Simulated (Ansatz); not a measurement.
Cost and result up the ladder for Sn2Te3 (5 atoms). Total charge 0; singlet. Geometry: PBE0-D4/def2-SVP.

Cartesian coordinates in Å:
```
Sn 0.4430 1.6299 1.0947
Sn -0.0979 -1.8386 0.8128
Te -0.4044 0.1637 -1.2372
Te 1.3078 0.0595 -3.2434
Te -1.2485 -0.0144 2.5732
```

Ansatz on 4 threads of Arm Neoverse V2 on a shared host. Times are rough, and most runs start from the orbitals of an earlier one. r2SCAN0-D4/def2-TZVP serves as the yardstick here, not as an exact answer. Differences are given only for rows in sets of like size (and for xTB, whose basis is part of the method), since another set adds its own error. Binding counts from free atoms at the same level (Sn triplet, Te triplet; other spins of the atoms weren't run), without zero-point energy or a counterpoise term.

In the def2 sets Sn, Te take a core potential; there is no spin–orbit coupling. LC-ωPBE has ω = 0.4 bohr⁻¹. Correlated methods freeze 20 core orbitals; core or outer-core shells of Sn, Te are correlated, in sets that lack core-valence functions. The rows differ in basis, and correlated rows in double-zeta sets carry the largest basis error. Another isomer (singlet) lies 1.56 eV lower at PBE0-D4/def2-TZVP; other spin states weren't run for this one.

Correlated methods converge slowly with the basis, most of all in double-zeta sets.

| level | functions | wall time | binding energy per atom (eV) | difference from r2SCAN0-D4/def2-TZVP (eV) | remarks |
| --- | --- | --- | --- | --- | --- |
| PBE-D4/def2-SVP | 130 | 2 s | 2.42 | – | – |
| LDA (SPW92)/def2-TZVP | 250 | 2.2 s | 2.88 | 0.78 | – |
| PBE0-D4/def2-SVP | 130 | 3.6 s | 2.21 | – | – |
| PBE-D4/def2-TZVP (with forces) | 250 | 5 s | 2.45 | 0.34 | – |
| LC-ωPBE/def2-TZVP | 250 | 7 s | 1.88 | -0.23 | – |
| PBE0-D4/def2-TZVP | 250 | 9 s | 2.26 | 0.16 | – |
| r2SCAN-D4/def2-TZVP | 250 | 9 s | 2.24 | 0.14 | – |
| MP2/def2-TZVP | 250 | 11 s | 2.19 | 0.09 | – |
| r2SCAN0-D4/def2-TZVP | 250 | 14 s | 2.11 | 0.00 | – |
| CCSD(T)/def2-SVP | 130 | 56 s | 1.77 | – | large T1 (0.026) |
